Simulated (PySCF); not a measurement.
# Reading the logs of faulty runs: BCH5NO

All numbers below are calculated, not measured. The program is PySCF 2.14.0, an open-source quantum chemistry code, run on an isolated molecule that a program drew, which may never have been made. The molecule is BCH5NO (charge 0, doublet), drawn as the SMILES string `N[CH]BO`.

Each row is a Hartree-Fock (HF) and frozen-core CCSD(T) single point in the cc-pVDZ basis, meant for a local HF minimum. Run 1 is clean. Each other run has one planted mistake out of seven kinds, and not every kind appears here: one electron removed, one electron added, multiplicity raised by two, geometry at a saddle point, minimal basis STO-3G, one bond length entered in bohr, all coordinates scaled. The reference is restricted for singlets and unrestricted otherwise, and also for a bond in bohr. Adding or removing an electron swaps singlet and doublet. Electrons count all cores. HOMO and LUMO are orbital energies over both spins, the gradient is its largest component, and the lowest frequency (negative if imaginary) is given only where the gradient is small. Bond lengths are over the 8 bonds as drawn. T1 is the CCSD diagnostic: over 0.02 (restricted) or 0.045 (unrestricted) a single reference is doubtful.

Geometry of the clean run:
```xyz
9
BCH5NO, angstrom
N    -0.1458   -0.0154   -1.6951
C     0.5465   -0.2928   -0.5249
B     0.3717   -1.5743    0.2995
O    -0.4287   -2.6145   -0.0735
H    -1.0826   -0.3679   -1.7444
H    -0.1110    0.9340   -2.0102
H     1.3187    0.4285   -0.2832
H     0.9501   -1.6983    1.3447
H    -0.7896   -2.5415   -0.9433
```

```
run  electrons  basis functions  <S^2>  HOMO (eV)  LUMO (eV)  gradient (hartree/bohr)  lowest frequency (cm^-1)  mean bond (Å)  longest bond (Å)      T1  HF (hartree)  CCSD(T) (hartree)                 mistake
  1         31               81  0.759      -8.16       2.72                  2.6e-05                       166         1.1898             1.534  0.0181    -194.80765         -195.42180                no fault
  2         31               81  0.759      -8.27       2.62                  1.7e-02                         -         1.2112             1.561  0.0191    -194.80481         -195.42272  all coordinates scaled
  3         31               25  0.759      -6.32       6.33                  5.9e-02                         -         1.1898             1.534  0.0221    -192.26222         -192.47620    minimal basis STO-3G
  4         32               81  0.000       0.60       9.56                  8.9e-02                         -         1.1898             1.534  0.0128    -194.73988         -195.39075      one electron added
  5         30               81  0.000     -18.92      -5.78                  1.3e-01                         -         1.1898             1.534  0.0236    -194.55282         -195.16888                       ?
```

**Which mistake was planted in run 5, and what did it cost?**

It counts 30 electrons, one fewer than the clean run, at the same geometry and basis. So the mistake is: one electron removed. Subtracting run 1 and multiplying by 627.51 kcal/mol a hartree, the energy moved by 159.9 kcal/mol in HF and 158.7 kcal/mol in CCSD(T).

Cautions from the logs. Run 4: the HOMO is above zero, so the electron isn't bound and the energy depends on the basis; run 5: T1 is over the limit, so its CCSD(T) energy is less reliable.
